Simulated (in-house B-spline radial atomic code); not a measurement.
Computed with a B-spline radial atomic code. Model: two electrons, singlet ground state, non-relativistic, full CI in B-splines with partial waves to l = 8 (at full coupling up to 3e-4 hartree above the limit, correlation up to 0.6 % small), density held at that of full coupling by Lieb maximisation.

W(λ) is the mean repulsion in the state of coupling λ less the Hartree energy of the fixed density. Its start is exact exchange, its initial slope is twice the second-order Görling-Levy correlation energy, and its area from 0 to 1 is E_xc. A straight curve means weak, dynamic correlation, and a curve that drops fast and flattens means strong correlation.

Command:
```bash
python run_ac.py task.json out
```
Settings (lengths in bohr, energies in hartree):
```
potential              gauss
strength               3.12
lmax                   8
second                 3.08
```

Time taken, with all properties: 33 s on 1 thread of Intel(R) Xeon(R) Processor @ 2.30GHz (shared host).

**W = mean repulsion less Hartree energy, and W of three functionals.**

Given: confinement Gaussian well; well depth 3.12 hartree; well width 3.08 bohr; external potential -V exp(-r^2/w^2).

Computed: PBE exchange minus exact 25.207 millihartree; SCAN exchange minus exact 2.4918 millihartree.

```tsv
coupling	W xc (hartree)	W xc minus exchange (millihartree)	kinetic minus Kohn-Sham (millihartree)	LDA (PW92) W minus its exchange (millihartree)	PBE W minus its exchange (millihartree)	SCAN W minus its exchange (millihartree)
0	-0.59974	0	0	0	0	0
0.02	-0.60169	-1.949	0.02	-10.74	-3.12	-1.88
0.05	-0.60456	-4.815	0.12	-21.53	-7.54	-4.6
0.12	-0.61099	-11.25	0.66	-40.15	-16.9	-10.63
0.25	-0.62207	-22.324	2.7	-65.16	-31.9	-20.91
0.4	?	?	?	?	?	?
0.6	-0.64712	-47.371	13.16	-109.6	-63.2	-44.24
0.8	-0.6589	-59.159	21.39	-127.9	-77.35	-55.42
1	-0.66924	-69.496	30.67	-143.24	-89.64	-65.39
1.4	-0.68647	-86.723	51.2	-167.97	-110.17	-82.46
2	?	?	?	?	?	?
3	-0.72865	-128.9	139.84	-227.86	-162.56	-127.13
4.5	-0.74995	-150.21	218.42	-259.53	-191.35	-151.1
7	-0.77062	-170.88	334.76	-292.21	-221.59	-174.35
10	-0.7851	-185.35	456.05	-316.59	-244.42	-189.79
```

(1) What belongs in the row 0.4?

(2) What belongs in the row 2?

(3) What is the LDA exchange minus exact?

**Energy parts, natural occupations and partial-wave weights.**

Computed: total energy -3.4211 hartree; exchange energy -0.59974 hartree; correlation energy -0.038827 hartree; kinetic part of the DFT correlation energy 0.030669 hartree; initial slope twice GL2 -0.098181 hartree; Hartree energy 1.1995 hartree; Kohn-Sham kinetic 0.84051 hartree.

| natural | occupation of the shell (electrons) |
| --- | --- |
| s | 1.9614 |
| p | 0.034703 |
| s | 0.0024588 |
| d | 0.0009565 |
| p | ? |
| f | 0.00011209 |

(4) What belongs in the row p?

```json
{"wave": "s", "weight": "0.98194"}
{"wave": "p", "weight": "0.017481"}
{"wave": "d", "weight": "?"}
{"wave": "f", "weight": "6.2212e-05"}
{"wave": "g", "weight": "1.3625e-05"}
```

(5) What belongs in the row d?

(6) What is the kinetic part over minus potential part?

(7) What is the Lieb Oxford ratio E_xc over LDA exchange?

Answers

(1) W xc (hartree): -0.63358; W xc minus exchange (millihartree): -33.836; kinetic minus Kohn-Sham (millihartree): 6.43; LDA (PW92) W minus its exchange (millihartree): -86.9; PBE W minus its exchange (millihartree): -46.59; SCAN W minus its exchange (millihartree): -31.59.

(2) W xc (hartree): -0.70609; W xc minus exchange (millihartree): -106.35; kinetic minus Kohn-Sham (millihartree): 84.26; LDA (PW92) W minus its exchange (millihartree): -195.66; PBE W minus its exchange (millihartree): -133.99; SCAN W minus its exchange (millihartree): -102.71.

(3) 87.417 millihartree.

(4) occupation of the shell (electrons): 0.00024473.

(5) weight: 0.00050141.

(6) 0.4413.

(7) 1.2464.

Half-way to full coupling W has made 58 % of its drop, against 50 % for a straight line, and second-order (GL2) theory, half the initial slope, overshoots the correlation energy by about 26 %: a moderate bend, as in light atoms. Over couplings 0 to 1 the errors in E_xc come to about +35 millihartree for LDA, +12 millihartree for PBE, +4.9 millihartree for SCAN, so SCAN is nearest. In LDA and PBE the errors of exchange and correlation have opposite signs, so the sum is smaller than the larger of the two.
